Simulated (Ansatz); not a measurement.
Isomers of Ag₄O⁻ (doublet), relaxed with PBE-D4/def2-SVPD; total energies from Ansatz at RPA@PBE/def2-TZVPD.

| isomer | description | energy (Eh) |
| --- | --- | --- |
| A | point group Cs; 4 × Ag–Ag 2.70 to 2.79 Å; 2 × Ag–O 2.07 to 2.08 Å | -662.19460 |
| B | point group Cs; 3 × Ag–O 2.18 to 2.25 Å; 3 × Ag–Ag 2.70 to 2.92 Å | -662.17959 |

In the def2 sets Ag takes a core potential; there is no spin–orbit coupling. Correlated methods freeze 1 core orbital; core or outer-core shells of Ag are correlated, in sets that lack core-valence functions.

The isomers come from a short search, and lower ones may exist.

**Question.** Work out the relative energies (1 Eh = 2625.5 kJ/mol) and the Boltzmann populations at 1200 K from electronic energies alone (R = 8.314 J/mol/K).

**Answer.** ΔE: A 0.0, B 39.4 kJ/mol. RT = 9.98 kJ/mol. Factors exp(−ΔE/RT): A 1, B 0.0193; sum 1.019. Populations: A 98.1 %, B 1.9 %. Zero-point energy, vibrational entropy and symmetry numbers are left out and can shift these; an error of 4 kJ/mol changes a ratio by a factor of 1.5. Over the other density-functional and correlated levels in def2 sets, the gap between A and B ranges from 67 to 101 kJ/mol.
